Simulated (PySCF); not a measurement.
A structure optimised at PBE0-D3(BJ)/def2-SVP (Å):
```
atom  x, y, z in Å
C1    -2.2868    1.0868    0.0433
C2    -2.0311   -0.2909   -0.5460
C3    -0.9866   -1.1126    0.2182
C4     0.3781   -0.4824    0.2153
C5     1.2490   -0.6537   -0.8705
C6     2.4870   -0.0218   -0.8544
C7     2.8233    0.7649    0.2451
C8     1.8929    0.8753    1.2764
N9     0.7067    0.2733    1.2671
H10   -1.3745    1.7021    0.0475
H11   -2.6296    1.0147    1.0874
H12   -3.0563    1.6264   -0.5295
H13   -2.9726   -0.8655   -0.5692
H14   -1.7107   -0.1935   -1.5985
H15   -1.2998   -1.2265    1.2673
H16   -0.9254   -2.1197   -0.2248
H17    0.9518   -1.2816   -1.7141
H18    3.1836   -0.1438   -1.6879
H19    3.7843    1.2795    0.3062
H20    2.1208    1.4836    2.1599
```

Charge 0, singlet.

Question: Read off the bonds between heavy atoms and their formal orders.

Answer: C1–C2 1.52 Å (single); C2–C3 1.53 Å (single); C3–C4 1.50 Å (single); C4–C5 1.40 Å (aromatic); C5–C6 1.39 Å (aromatic); C6–C7 1.39 Å (aromatic); C7–C8 1.39 Å (aromatic); C8–N9 1.33 Å (aromatic); C4–N9 1.34 Å (aromatic). Bonds to hydrogen (Å): C1–H10 1.10; C1–H11 1.10; C1–H12 1.10; C2–H13 1.10; C2–H14 1.10; C3–H15 1.10; C3–H16 1.10; C5–H17 1.09; C6–H18 1.09; C7–H19 1.09; C8–H20 1.10.

Question: Which species is it?

Answer: `CCCc1ccccn1`, C8H11N, 2-propylpyridine.

Question: What is the point group of this geometry?

Answer: C1 (no symmetry element, even within 0.4 Å).

Question: Which rings does it hold (smallest set)?

Answer: C4–C5–C6–C7–C8–N9 (6 members, 0.00 Å rms from planarity).

Question: Describe the place of each heavy atom.

Answer: C1: methyl carbon; C2: chain CH2 carbon; C3: benzylic-type carbon; C4: substituted aromatic carbon; C5: aromatic CH carbon; C6: aromatic CH carbon; C7: aromatic CH carbon; C8: aromatic CH next to a ring nitrogen; N9: pyridine-type nitrogen.

Question: What is the arrangement about N9?

Answer: It has 2 neighbours (C8, C4) and is bent (angle 118.7°).

Question: What is the arrangement about C4?

Answer: It has 3 neighbours (C3, C5, N9) and is planar (angles 121.7°, 120.9° and 117.3°, sum 360.0°, 0.01 Å off the plane of its three neighbours).

These are computed values.
